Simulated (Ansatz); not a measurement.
Stepwise reaction of `[F][Al]([Br])[Br]` with ammonia, as a gas-phase model of exchange steps in deposition or etching. ΔE in kJ/mol; ΔG adds harmonic PBE0-D4 terms to CCSD(T)/CBS, at 1 bar.

Isolated molecules relaxed with PBE0-D4/def2-TZVP in Ansatz; ΔE leaves out vibrations. CCSD(T)/CBS adds triple-zeta CCSD(T) − MP2 to the extrapolated MP2 energy (def2 sets, frozen cores). This one scheme is used for every species. Functionals use def2-TZVPP. B3LYP here is the variant with VWN-RPA as its local correlation; programs differ in this. For Br outer-core shells are correlated without core-valence functions, which leaves a few kJ/mol of doubt a bond. Scalar relativity is left out up to krypton. Each species was taken in one conformer, which may not be the lowest.

```
step                                                reaction  PBE-D4  B3LYP-D4  ωB97M-V  CCSD(T)/CBS  ΔG(400 K)
   1  `[F][Al]([Br])[Br]` + NH₃ → `[NH2][Al]([F])[Br]` + HBr    60.2      56.1     58.2         61.8       51.4
```

Q: Give the row of step 2, `[NH2][Al]([F])[Br]` + NH₃ → `[NH2][Al]([NH2])[F]` + HBr. (An estimate is asked.)

A: Ansatz gave: 
| step | reaction | PBE-D4 | B3LYP-D4 | ωB97M-V | CCSD(T)/CBS | ΔG(400 K) |
| --- | --- | --- | --- | --- | --- | --- |
| 2 | `[NH2][Al]([F])[Br]` + NH₃ → `[NH2][Al]([NH2])[F]` + HBr | 75.9 | 72.1 | 74.9 | 76.4 | 68.2 |

Q: By hand: ΔE of the 2 steps together at CCSD(T)/CBS.

A: (61.8) + (76.4) = 138.2 kJ/mol, or 69.1 kJ/mol a step.

In ΔE each step is higher than the one before. All are uphill at CCSD(T)/CBS. ΔG lies between 51.4 and 68.2 kJ/mol a step. PBE-D4 differs from CCSD(T)/CBS by -1.6 to -0.5 kJ/mol a step. Isolated molecules leave out the surface, adducts and barriers. Largest T1 diagnostic: 0.010.
